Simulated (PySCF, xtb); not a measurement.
CH₄NO, SMILES NC=[OH+], charge +1.

xtb with GFN2-xTB at its own geometry gives an orbital gap of 5.88 eV.

Coordinates come from a B3LYP-D3(BJ)/def2-TZVP optimisation. The isomer is the one that the SMILES or the coordinates give; other isomers of the formula were not compared. The values are those of a single conformer.

Task: What does PBE/def2-TZVPD (PySCF) give? (Estimate from the structure and the level; the computed values follow.)

Result: gap 6.27 eV (levels -14.61 and -8.34 eV).
